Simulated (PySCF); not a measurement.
CH5ClGeO, SMILES [O]([GeH2][Cl])C.

Coordinates come from a PBE-D3(BJ)/def2-SVP optimisation. This is a generated structure with no PubChem entry under its InChIKey; it may be hypothetical. One conformer was computed; it need not be the lowest.

Two levels are set side by side: PBE/def2-TZVP (PySCF) and CAM-B3LYP/def2-TZVP (PySCF). Same geometry, gas phase. Differences are taken from unrounded values.

```csv
quantity,CAM-B3LYP,PBE,PBE minus CAM-B3LYP
orbital gap (eV),10.50,5.51,-4.99
highest occupied level (eV),-9.70,-6.69,3.01
lowest empty level (eV),0.80,-1.18,-1.98
dipole moment (D),1.67,1.55,-0.12
mean polarisability (bohr³),57.0,59.8,2.9
```

Without exact exchange PBE keeps part of each electron's self-repulsion, which lifts occupied levels and narrows the gap. PBE's more diffuse valence density responds more strongly to a field. Differences between two approximate levels are no errors against the true value.

Rough cost on one machine, each run with all the roots and properties that it gave: CAM-B3LYP against PBE within a factor of 2.
